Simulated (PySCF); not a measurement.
Species: C₆H₁₀F₂.
Structure used (GFN2-xTB), in Å, numbered top down from 1:
```xyz
18
C6H10F2 angstrom
F     -1.1616   -0.9916    1.6020
C     -0.9166   -1.0604    0.2573
F     -1.6773   -2.1190   -0.1694
C     -1.3919    0.2161   -0.4219
C     -0.5048    1.3912   -0.0181
C      0.9584    1.0936   -0.3336
C      1.4119   -0.1591    0.4109
C      0.5559   -1.3595    0.0144
H     -1.3514    0.0537   -1.5004
H     -2.4303    0.3962   -0.1379
H     -0.8319    2.2885   -0.5454
H     -0.6148    1.5687    1.0536
H      1.5777    1.9420   -0.0386
H      1.0793    0.9453   -1.4093
H      1.3201    0.0047    1.4865
H      2.4584   -0.3738    0.1903
H      0.6784   -1.5878   -1.0457
H      0.8319   -2.2425    0.5936
```

NICS is the negative of the GIAO shielding at a point without a nucleus: at the ring centre (0) and 1 Å above and below it (1); zz is the component along the ring normal. Level: GIAO PBE0/pcSseg-1 (PySCF, non-relativistic, gas phase) on the GFN2-xTB geometry, one conformer.

Ring bond lengths (Å), with Mayer bond orders in brackets: C2–C4 1.522 (1.01), C4–C5 1.527 (1.02), C5–C6 1.526 (1.03), C6–C7 1.526 (1.03), C7–C8 1.527 (1.02), C8–C2 1.522 (1.01).

Task: Give the NICS values of each ring in ppm.

Result: 
```tsv
ring	type	NICS(0)	NICS(1), two faces	NICS(1)zz, two faces	rms pucker (Å)	centre to ring atoms, mean (Å)
C2–C4–C5–C6–C7–C8	6-membered carbocycle; formal bonds all single	-2.7	-2.2 / -2.7	2.4 / 2.4	0.24	1.47
```

Task: What do they say, and how far can they be read as aromaticity?

Result: 
- C2–C4–C5–C6–C7–C8: mean NICS(1)zz 2.4 ppm, near zero. C2, C4, C5, C6, C7, C8 have four or more neighbours, and the NICS criterion for π rings isn't applied.

Task: List the ring angles and the Hirshfeld charges of the ring atoms.

Result: 
- C2–C4–C5–C6–C7–C8: C2 113.3° (+0.186 e), C4 110.2° (-0.089 e), C5 110.6° (-0.069 e), C6 110.1° (-0.069 e), C7 110.6° (-0.069 e), C8 110.3° (-0.089 e); sum 665.2° against 720° for a flat convex ring.

Task: How shielded are the nuclei of the rings and their hydrogens (means over atoms taken as equivalent)?

Result: 
```
   atoms         environment  σ isotropic (ppm)  principal values of the symmetric part, first atom (ppm)
      C2          CF2 carbon               58.5                                          39.4, 52.6, 83.5
 C4 (×2)     ring CH2 carbon              148.0                                       139.2, 145.0, 159.8
 C5 (×2)     ring CH2 carbon              160.0                                       154.2, 155.6, 170.0
      C6     ring CH2 carbon              158.1                                       154.6, 156.5, 163.2
 H9 (×4)  methylene hydrogen              29.81                                          26.8, 28.5, 35.1
H11 (×4)  methylene hydrogen              30.03                                          24.7, 27.8, 37.4
H13 (×2)  methylene hydrogen              30.32                                          25.2, 27.6, 37.1
```
